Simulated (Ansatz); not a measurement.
`[SiH3]B[CH2][SnH3]` + NH₃ → `[NH2][SnH3]` + `CB[SiH3]` at 298.15 K and 1 bar (ligand exchange at the Sn–C bond).

Program: Ansatz. Geometries: PBE0-D4/def2-TZVP. ΔE: electronic, gas phase. CBS: MP2 limit from def2 TZ/QZ plus the TZ coupled-cluster correction, frozen cores. This one scheme is used for every species. Elements past krypton have def2 core potentials. For Sn outer-core shells are correlated without core-valence functions, which leaves a few kJ/mol of doubt a bond. Each species was taken in one conformer, which may not be the lowest.

```json
{"species": "`[SiH3]B[CH2][SnH3]`", "CCSD(T)/CBS energy (Eh)": "-571.32551", "H − E (kJ/mol)": "245.9", "S (J/(mol·K))": "389.4"}
{"species": "NH₃", "CCSD(T)/CBS energy (Eh)": "-56.50880", "H − E (kJ/mol)": "100.5", "S (J/(mol·K))": "192.4"}
{"species": "`[NH2][SnH3]`", "CCSD(T)/CBS energy (Eh)": "-271.71442", "H − E (kJ/mol)": "133.6", "S (J/(mol·K))": "290.3"}
{"species": "`CB[SiH3]`", "CCSD(T)/CBS energy (Eh)": "-356.10570", "H − E (kJ/mol)": "208.0", "S (J/(mol·K))": "315.5"}
```

H − E and S are ideal-gas, rigid-rotor, harmonic terms from PBE0-D4/def2-TZVP, for one conformer and one mirror image of each species. 1 Eh = 2625.50 kJ/mol, R = 8.31446 J/(mol·K).

By hand: ΔE, ΔH, ΔS and ΔG.

ΔE = (-271.71442) + (-356.10570) − (-571.32551) − (-56.50880) = 0.01419 Eh = 37.3 kJ/mol. Δ(H − E) = 133.6 + 208.0 − 245.9 − 100.5 = -4.8, so ΔH = 32.5 kJ/mol. ΔS = 290.3 + 315.5 − 389.4 − 192.4 = 24.0 J/(mol·K). ΔG = 32.5 − 298.15 × (24.0)/1000 = 25.3 kJ/mol.

By hand: the equilibrium constant, and the temperature at which ΔG would vanish if ΔH and ΔS stayed fixed.

log₁₀ K = −ΔG/(RT ln 10) = -4.4. ΔG = 0 at ΔH/ΔS = 1354 K.

ΔH outweighs TΔS. A doubt of 5 kJ/mol in ΔE shifts log₁₀ K by 0.9 here. Other conformers and mirror images would add mixing entropy, several J/(mol·K) or more a flexible species. Modes under 60 cm⁻¹, often nearly free rotors, make the harmonic entropy too high. These are equilibria of isolated gas molecules and say nothing of rates. Largest T1 diagnostic: 0.013 (customary marks: 0.02 for closed shells, 0.045 for open ones).
